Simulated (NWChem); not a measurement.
System: CH3ClFIn; SMILES [CH3][In]([F])[Cl]

All runs: NWChem. All runs use the structure optimised with PBE0/def2-SVP. def2 effective core potentials on In; no spin-orbit coupling. LC-ωPBE (HJS hole) with def2-SVP; x = 1 − exp(−ω/0.25 bohr⁻¹) is a scale chosen for this fit.

```
row           x  −ε(HOMO) (eV)
--------  -----  -------------
ω = 0.10  0.330           8.59
ω = 0.20  0.551           9.80
ω = 0.25  0.632          10.28
ω = 0.60  0.909          12.08
ω = 0.80  0.959       withheld
```

Task: Fit a straight line of the last column on the one before it, predict the withheld value, and compare with the run.

Result: 
1. Means of the 4 shown rows: x = 0.6055, y = 10.188. Slope Σ(x − x̄)(y − ȳ)/Σ(x − x̄)² = 1.038/0.1717 = 6.046; intercept 6.527.
2. The shown rows scatter about the line by 0.063 (root mean square); the largest residual is -0.07, at ω = 0.25.
3. At x = 0.959 (ω = 0.80; beyond the shown range) the line gives 12.33.
4. The run gives 12.44, +0.11 from the line, 1.7 times the scatter.
